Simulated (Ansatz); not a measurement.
Geometry optimisation, Ansatz 0.2.0, RKS PBE0-D4/def2-SVP.

Input file:

```yaml
crystal:
  periodic: [false, false, false]
  atoms:
    - { symbol: F, position_ang: [0.6452, 1.747, 0.0272] }
    - { symbol: C, position_ang: [1.1318, 0.5166, -0.0391] }
    - { symbol: "N", position_ang: [0.1496, -0.4439, 0.4836] }
    - { symbol: Sb, position_ang: [-1.3851, -0.5754, -0.8097] }
    - { symbol: F, position_ang: [-2.3472, 0.9768, 0.0311] }
    - { symbol: H, position_ang: [2.062, 0.5178, 0.5723] }
    - { symbol: H, position_ang: [1.4256, 0.2707, -1.0847] }
    - { symbol: H, position_ang: [0.6836, -1.3661, 0.486] }
    - { symbol: H, position_ang: [-2.2771, -1.6898, 0.3163] }
basis:
  gaussian: { orbitals: def2-SVP }
hamiltonian:
  xc: pbe0
  dispersion: d4
relax:
  f_tol: 0.015
  max_steps: 40
output:
  orbitals: {}
```

Command:

```bash
$ ansatz run input.yaml --threads 2 --pin off --max-ram 3072MiB --backend cpu --events-out ev --progress --plain --runs-dir out
```

Task: Where does it end, and by what steps?

Result: The forces met the threshold. After 11 steps the energy has fallen by 0.894 eV; H8 moved furthest, 1.10 Å.

| step | energy less start (eV) | largest force component (eV/Å) | accepted |
| --- | --- | --- | --- |
| 0 | 0.0000 | 2.694 | yes |
| 1 | -0.2603 | 1.376 | yes |
| 2 | -0.4173 | 0.776 | yes |
| 3 | -0.5395 | 1.039 | yes |
| 4 | -0.6367 | 0.446 | yes |
| 5 | -0.6629 | 2.068 | yes |
| 6 | -0.8427 | 0.529 | yes |
| 7 | -0.8871 | 0.240 | yes |
| 8 | -0.8797 | 0.264 | no |
| 9 | -0.8927 | 0.067 | yes |
| 10 | -0.8932 | 0.063 | yes |
| 11 | -0.8936 | 0.012 | yes |

```xyz
9
Properties=species:S:1:pos:R:3
F 0.951 1.742 0.207
C 1.252 0.438 -0.143
N 0.239 -0.485 0.186
Sb -1.514 -0.504 -0.852
F -2.584 0.719 0.220
H 2.192 0.173 0.373
H 1.427 0.430 -1.234
H 0.171 -0.683 1.181
H -2.045 -1.877 0.045
```

Whether the end is a true minimum wasn't checked by a vibrational analysis.

The run took 40 s on 2 threads of Arm Neoverse V2, with other jobs on the host, peak memory 0.23 GiB.
